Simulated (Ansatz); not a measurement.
Consider the substitution at a C–S bond: `CCS[SiH3]` + `O[Si](O)(O)O` → `CCO[Si](O)(O)O` + `[SiH3]S`.

Calculated with Ansatz (gas phase, PBE0-D4/def2-TZVP geometries, no zero-point term in ΔE). CCSD(T)/CBS is the MP2 limit (def2-TZVPP, def2-QZVPP) plus CCSD(T) − MP2 in def2-TZVPP, frozen cores. This one scheme is used for every species. Functionals use def2-TZVPP. Each species was taken in one conformer, which may not be the lowest.

`CCS[SiH3]`:

Cartesian coordinates in Å:
```
C -1.969 -0.253 -0.713
C -0.715 -0.041 0.110
S 0.749 -0.081 -0.982
Si 2.267 0.242 0.467
H -2.081 0.529 -1.467
H -2.850 -0.233 -0.067
H -1.944 -1.217 -1.225
H -0.611 -0.823 0.864
H -0.746 0.925 0.620
H 3.557 0.234 -0.265
H 2.082 1.547 1.159
H 2.260 -0.829 1.500
```

`O[Si](O)(O)O`:

Z-matrix (Å, degrees):
```
Si
O 1 1.631
O 1 1.631 2 106.4
O 1 1.631 2 106.4 3 -124.1
O 1 1.631 2 115.9 3 118.0
H 2 0.958 1 116.6 3 -36.8
H 3 0.958 1 116.6 2 160.8
H 4 0.958 1 116.6 2 36.8
H 5 0.958 1 116.6 2 81.2
```

`CCO[Si](O)(O)O`:

Cartesian coordinates in Å:
```
C 0.011 -1.924 -1.089
C 0.558 -1.281 0.162
O 0.845 0.093 -0.057
Si -0.116 1.317 0.405
O -1.636 0.924 -0.040
O -0.181 1.592 2.013
O 0.488 2.667 -0.282
H -0.934 -1.460 -1.375
H 0.718 -1.815 -1.915
H -0.162 -2.991 -0.923
H -0.151 -1.397 0.991
H 1.495 -1.758 0.464
H -2.346 1.384 0.410
H 0.551 2.080 2.393
H 0.862 2.570 -1.158
```

`[SiH3]S`:

Cartesian coordinates in Å:
```
Si 0.277 -0.444 0.066
S -1.467 0.764 -0.192
H 1.199 -0.328 -1.092
H -0.234 -1.832 0.169
H 1.015 -0.083 1.303
H -0.791 1.923 -0.256
```

Question: Is it downhill or uphill in electronic energy at CCSD(T)/CBS, and by how much? (Best estimate.)

Answer: Computed: Uphill: ΔE = +35.7 kJ/mol.

Question: What do these levels give: r2SCAN-D4, PBE0-D4, ωB97X-V, PBE, PBE0, MP2/def2-TZVPP? (Estimate.)

Answer: Computed: r2SCAN-D4 32.3, PBE0-D4 34.2, ωB97X-V 27.7, PBE 35.1, PBE0 34.7, MP2/def2-TZVPP 39.9 kJ/mol.

Largest T1 diagnostic among the species: 0.011.

In def2-TZVPP, CCSD(T) changes the Hartree–Fock value by +10.4 kJ/mol (the triples alone add +2.1 kJ/mol) and MP2 by +19.5 kJ/mol.
